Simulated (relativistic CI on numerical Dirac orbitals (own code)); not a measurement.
Fe⁶⁺ in a cubic cluster: 1s photoemission with charge transfer

Computed with a charge-transfer multiplet model of a cubic metal-ligand cluster with up to 2 ligand holes, Slater and spin-orbit integrals from Dirac-Coulomb-Breit ions, Slater integrals scaled by 0.8. The ground state mixes d2 with configurations of k ligand holes L, whose averages lie at kΔ + k(k − 1)U_dd/2; a core hole lowers each added d electron by U_cd. 20 K, Lorentzian 1.1 eV and Gaussian 0.6 eV FWHM.

Atomic integrals in eV (Slater integrals scaled, ζ unscaled), ground: F2dd 11.793, F4dd 7.476, zeta_d 0.080; with the core hole: F2dd 12.993, F4dd 8.256, zeta_d 0.110, G2cd 0.083.

Cluster parameters (eV): Δ = 0.3, U_cd = 8.4, 10Dq = 1.4, 10Dq(ligand) = 0.5, V(eg) = 3.2, V(t2g) = -1.51, final-state hopping factor = 1.

```csv
Case,n_d,d2,d3L,d4L2,S
U_dd = 5.1 eV,2.93,0.26,0.55,0.19,1.00
U_dd = 7.2 eV,2.87,0.29,0.56,0.15,1.00
U_dd = 8.6 eV,2.83,0.30,0.56,0.13,1.00
```

Weights, n_d and S are thermal averages at 20 K. Binding energies count from the first peak over 30 % of the highest in each spectrum, which can be another peak from case to case. The parameters are a model scan and need not match a compound or its usual spin state. Peaks in eV (height, largest 100):
- U_dd = 5.1 eV: 0.0 (100), 15.4 (8)
- U_dd = 7.2 eV: 0.0 (100), 14.9 (8)
- U_dd = 8.6 eV: 0.0 (100), 15.1 (9)

Curve for U_dd = 5.1 eV (points under 2 left out, the grid thinned):

```json
{"E (eV)": "-3.1", "Intensity": "3.7"}
{"E (eV)": "-2.7", "Intensity": "4.9"}
{"E (eV)": "-2.4", "Intensity": "6.1"}
{"E (eV)": "-2.0", "Intensity": "8.7"}
{"E (eV)": "-1.7", "Intensity": "11.8"}
{"E (eV)": "-1.3", "Intensity": "19.4"}
{"E (eV)": "-1.0", "Intensity": "30.2"}
{"E (eV)": "-0.6", "Intensity": "57.7"}
{"E (eV)": "-0.3", "Intensity": "85.7"}
{"E (eV)": "0.1", "Intensity": "98.3"}
{"E (eV)": "0.4", "Intensity": "77.1"}
{"E (eV)": "0.8", "Intensity": "42.7"}
{"E (eV)": "1.1", "Intensity": "27.4"}
{"E (eV)": "1.5", "Intensity": "18.0"}
{"E (eV)": "1.8", "Intensity": "15.5"}
{"E (eV)": "2.2", "Intensity": "13.8"}
{"E (eV)": "2.5", "Intensity": "11.5"}
{"E (eV)": "2.9", "Intensity": "7.7"}
{"E (eV)": "3.2", "Intensity": "5.8"}
{"E (eV)": "3.6", "Intensity": "4.5"}
{"E (eV)": "3.9", "Intensity": "4.0"}
{"E (eV)": "4.3", "Intensity": "3.9"}
{"E (eV)": "4.7", "Intensity": "3.8"}
{"E (eV)": "5.0", "Intensity": "3.6"}
{"E (eV)": "5.4", "Intensity": "3.4"}
{"E (eV)": "5.7", "Intensity": "3.3"}
{"E (eV)": "6.1", "Intensity": "2.9"}
{"E (eV)": "6.4", "Intensity": "2.4"}
{"E (eV)": "12.8", "Intensity": "2.2"}
{"E (eV)": "13.1", "Intensity": "2.7"}
{"E (eV)": "13.5", "Intensity": "3.6"}
{"E (eV)": "13.8", "Intensity": "4.5"}
{"E (eV)": "14.2", "Intensity": "5.8"}
{"E (eV)": "14.5", "Intensity": "6.6"}
{"E (eV)": "14.9", "Intensity": "7.6"}
{"E (eV)": "15.2", "Intensity": "8.1"}
{"E (eV)": "15.6", "Intensity": "8.2"}
{"E (eV)": "15.9", "Intensity": "7.7"}
{"E (eV)": "16.3", "Intensity": "6.1"}
{"E (eV)": "16.6", "Intensity": "4.7"}
{"E (eV)": "17.0", "Intensity": "3.7"}
{"E (eV)": "17.3", "Intensity": "3.3"}
{"E (eV)": "17.7", "Intensity": "2.9"}
{"E (eV)": "18.0", "Intensity": "2.5"}
{"E (eV)": "18.4", "Intensity": "2.0"}
```

For the case U_dd = 7.2 eV, Δ = 0.3 eV is smaller than U_dd = 7.2 eV, the charge-transfer side of the Zaanen-Sawatzky-Allen scheme. With the core hole the average of the configuration with one ligand hole lies at Δ − U_cd = -8.1 eV before mixing: the effective hopping of about 6.5 eV (from the holes of the mixed ground state) is comparable with this gap or larger, so the configurations mix strongly.

With at most 2 ligand holes the space is cut while the next configuration still counts, so covalency is underestimated, and a final configuration with one more ligand hole, which can lie low, is missing from the spectra.
